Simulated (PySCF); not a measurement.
A GIAO shielding run with PySCF 2.14 (density fitting, non-relativistic, gas phase) on `[Si](Cl)(Cl)(Cl)Cl`, Cl₄Si:

```
{"job": {"kind": "nmr", "xc": "PBE0", "basis": "pcSseg-0", "pop": true}, "charge": 0, "multiplicity": 1}
Cl    -1.174923    -1.183510    -1.166666
Si     0.003438     0.001062    -0.006908
Cl    -0.740611     1.894341     0.004771
Cl     0.035412    -0.726828     1.892369
Cl     1.893933     0.020635    -0.757936
```

Hardware: 1 thread of an Arm Neoverse V2, shared host. The job also computes population analyses, field gradients.

(1) How large is the calculation?

(2) How long does it take?

(3) And these other runs on the same molecule and hardware: GIAO shielding at PBE0/IGLO-III; GIAO shielding at PBE0/aug-cc-pVDZ; GIAO shielding at PBE0/cc-pVDZ; GIAO shielding at PBE0/cc-pVTZ?

Answers

(1) 82 electrons, 65 basis functions and 695 auxiliary functions.

(2) 3.1 s of wall time, with 10 SCF cycles and 4 response iterations. Times on a shared host scatter by some tens of per cent.

(3) PBE0/IGLO-III: 220 functions, 16 s; PBE0/aug-cc-pVDZ: 135 functions, 9.2 s; PBE0/cc-pVDZ: 90 functions, 5.1 s; PBE0/cc-pVTZ: 170 functions, 13 s.
